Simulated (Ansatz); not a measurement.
`C[BH-](C)[OH2+]`. Total charge 0; spin multiplicity 1.

```xyz
13

C    -0.3517    0.7247    1.3037
B    -0.0035    0.4723   -0.2286
C     1.2080   -0.5191   -0.5510
O    -1.4237   -0.3966   -0.7983
H    -1.2774    1.2880    1.4532
H    -0.4173   -0.1986    1.8957
H     0.4510    1.3153    1.7588
H    -0.0832    1.4385   -0.9565
H     2.1486   -0.0305   -0.2726
H     1.3105   -0.7767   -1.6124
H     1.1734   -1.4565    0.0206
H    -1.4782   -1.2196   -0.2967
H    -1.2565   -0.6412   -1.7160
```

(1) What are the harmonic wavenumbers in cm⁻¹ at PBE0-D4/def2-TZVP (Ansatz, finite differences of forces, unscaled)? (An estimate is asked.)

(2) Is this a minimum?

(3) Give the ideal-gas thermochemistry at 298.15 K and 1 bar (rigid rotor, harmonic oscillator; point group C1, symmetry number 1).

(4) And at 400, 500, 600, 800 and 1000 K?

Answers

(1) The calculation gave: 85, 185, 216, 268, 269, 330, 378, 614, 668, 758, 764, 776, 906, 986, 1052, 1083, 1193, 1326, 1329, 1455, 1459, 1470, 1475, 1623, 2486, 3004, 3010, 3066, 3079, 3089, 3105, 3784, 3885.

(2) Yes, all 33 modes are real.

(3) Zero-point energy 294.1 kJ/mol; H(298) − E = 315.3 kJ/mol; entropy 329.5 J/(mol·K), of which translation 159.9, rotation 104.4, vibration 65.2; G(298) − E = 217.0 kJ/mol. Modes under 100 cm⁻¹ are hindered rotations or soft bends, so the harmonic entropy is rough.

(4) 
```
T (K)  H − E (kJ/mol)  S (J/mol/K)  G − E (kJ/mol)
  400           327.9        365.6           181.6
  500           342.5        398.2           143.4
  600           359.0        428.2           102.1
  800           396.6        482.1            10.9
 1000           438.9        529.2           -90.3
```
